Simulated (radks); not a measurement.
The numbers below are computed, except where a source is named.
All-electron atom: Er57+ in [Ne] 3s1.

Level of theory: scalar-relativistic Kohn-Sham, BLYP, spin-polarised, spherical densities, finite nucleus; open shells are filled with parallel spins first (spin-orbit coupling, left out, can overturn this in heavy ions); Fermi nuclear charge, rms radius 5.2516 fm (a radial shooting solver on a logarithmic mesh with Libxc functionals).

Energy parts (eV):
| part | energy |
|---|---|
| total | -255602.80 |
| kinetic | 283465.73 |
| electron-nucleus | -556992.13 |
| Hartree | 21384.67 |
| exchange-correlation | -3461.07 |

Orbitals (lengths in bohr, moments of r in powers of bohr; r(max) is where P^2 peaks; r(90%) holds 90 % of the orbital's charge):
orbital  occ.  eigenvalue (eV)      <r>   r(max)  <1/r>  r(90%)
1s up       1        -61983.92  0.02036  0.01286  77.59  0.0369
1s down     1        -61980.05  0.02036  0.01286  77.59  0.0369
2s up       1        -13986.92  0.08511  0.07264  18.36   0.131
2s down     1        -13982.55  0.08509  0.07264  18.36   0.131
2p up       3        -12919.11  0.07524  0.05892  16.93   0.122
2p down     3        -12915.16  0.07522  0.05892  16.93   0.122
3s up       1        -5784.499   0.2032   0.1937  7.549   0.295
3s down     0        -5761.093   0.2034   0.1935  7.546   0.295
3p up       0        -5466.080   0.1979   0.1876  7.118   0.292
3p down     0        -5443.810   0.1980   0.1874  7.118   0.293
4s up       0        -3126.916   0.3736   0.3792  4.081   0.526

The highest occupied level is 3s up at -5784.5 eV. Summed over all electrons, <r^2> = 0.1065 bohr^2, which gives a Langevin (diamagnetic) susceptibility term of -0.0844 x 10^-6 cm^3/mol. The density falls to 0.001 e/bohr^3 at r = 0.54 bohr.
